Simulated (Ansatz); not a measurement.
Relaxation of AlClF$_{2}$H$_{2}$O (7 atoms, charge 0, multiplicity 1), to a largest force component of 0.03 eV/Å in at most 50 steps.

Theory: Ansatz 0.2.0, RKS PBE0-D4/def2-mTZVP.

```xyz
7
Properties=species:S:1:pos:R:3
Al -0.089 -0.239 0.017
O -0.087 -0.224 1.762
H -0.906 -0.447 2.210
F 1.351 -0.169 -0.751
F -1.474 -0.441 -0.833
Cl 0.187 2.965 1.196
H 0.281 1.935 2.046
```

Problem. Where does it end, and by what steps?

Solution. It converged. After 25 steps the energy has fallen by 1.548 eV; H7 moved furthest, 1.23 Å. Parted: Cl6–H7 (1.34 → 2.88 Å). Joined: Al1–Cl6 (3.43 → 2.11 Å), O2–H7 (2.21 → 0.97 Å).

```tsv
step	energy less start (eV)	largest force component (eV/Å)	accepted
0	0.0000	1.167	yes
1	-0.0835	0.596	yes
2	-0.1652	0.212	yes
3	-0.2431	0.259	yes
4	-0.1809	0.948	no
5	-0.2638	0.193	yes
6	-0.2675	0.161	yes
7	-0.2722	0.136	yes
8	-0.2752	0.243	yes
9	-0.2770	0.078	yes
10	-0.2792	0.072	yes
11	-0.2847	0.137	yes
12	-0.2897	0.125	yes
13	-0.3568	0.638	yes
14	-0.4889	1.200	yes
15	-0.7365	1.870	yes
16	-1.0595	3.550	yes
17	-1.3585	0.675	yes
18	-1.4896	0.374	yes
19	-1.5249	0.718	yes
20	-1.5344	0.432	yes
21	-1.4543	0.848	no
22	-1.5457	0.065	yes
23	-1.5466	0.052	yes
24	-1.5477	0.050	yes
25	-1.5485	0.010	yes
```

```xyz
7
Properties=species:S:1:pos:R:3
Al 0.049 0.560 -0.003
O -0.043 0.045 1.868
H -0.885 -0.401 2.048
F 1.403 -0.184 -0.574
F -1.416 -0.103 -0.411
Cl 0.146 2.655 0.255
H 0.010 0.808 2.463
```

Whether the end is a true minimum wasn't checked by a vibrational analysis.

Time of the run: 56 s on 4 threads of Intel(R) Xeon(R) Platinum 8259CL CPU @ 2.50GHz (Skylake/Cascade Lake) (shared host), peak memory 0.27 GiB.
